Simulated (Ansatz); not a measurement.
`[SiH3][SiH]1O[SiH2][SiH2]1`, relaxed with RKS PBE0-D4/def2-TZVP in the Gaussian-basis code of Ansatz from a PBE-D4/def2-SVP geometry. The force threshold is 0.005 eV/Å; the program also tests the step.

Total charge 0; spin multiplicity 1.

Start:

```xyz
13

Si   -1.287    0.443    2.040
Si    0.605    0.409    0.644
O     1.066   -1.212    0.290
Si    0.884   -1.443   -1.398
Si    0.191    0.812   -1.660
H    -1.696    1.873    2.285
H    -2.420   -0.271    1.350
H    -1.028   -0.225    3.365
H     1.756    1.158    1.267
H     2.191   -1.842   -2.028
H    -0.136   -2.510   -1.691
H    -1.237    1.060   -2.063
H     1.109    1.747   -2.400
```

(1) By how much does the energy fall, and how many steps does the optimiser take? (Estimate.)

(2) Which bonds change most? (Best estimate.)

(3) Give the relaxed structure. (An estimate is asked.)

Answers

(1) Ansatz gave: 0.07 eV, in 11 steps.

(2) Computed: Si2–O3 from 1.722 to 1.681 Å; O3–Si4 from 1.714 to 1.673 Å; Si1–H6 from 1.507 to 1.489 Å; Si5–H13 from 1.505 to 1.486 Å.

(3) Ansatz gave: 
```xyz
13

Si   -1.286    0.453    2.051
Si    0.565    0.370    0.622
O     0.996   -1.213    0.256
Si    0.899   -1.428   -1.400
Si    0.183    0.801   -1.666
H    -1.628    1.880    2.301
H    -2.448   -0.212    1.404
H    -1.014   -0.214    3.353
H     1.721    1.090    1.229
H     2.227   -1.791   -1.962
H    -0.067   -2.508   -1.732
H    -1.227    1.019   -2.085
H     1.081    1.752   -2.372
```
